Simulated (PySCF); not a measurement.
F2S, SMILES FSF.

The structure is a stationary point at ωB97X-D3(BJ)/def2-TZVP.

Computed with B3LYP/def2-TZVPD (PySCF).

Symmetry labels are those of the subgroup C2v that the program uses (full group C2v).

Computed valence orbital energies around the gap with their symmetry:
| orbital | symmetry | energy (eV) |
|---|---|---|
| HOMO−7 | A1 | -20.37 |
| HOMO−6 | B2 | -15.81 |
| HOMO−5 | A1 | -14.61 |
| HOMO−4 | B1 | -14.17 |
| HOMO−3 | A2 | -12.93 |
| HOMO−2 | B2 | -12.54 |
| HOMO−1 | A1 | -12.06 |
| HOMO | B1 | -7.08 |
| LUMO | B2 | -2.17 |
| LUMO+1 | A1 | -1.22 |
| LUMO+2 | A1 | 0.41 |
| LUMO+3 | B1 | 0.95 |
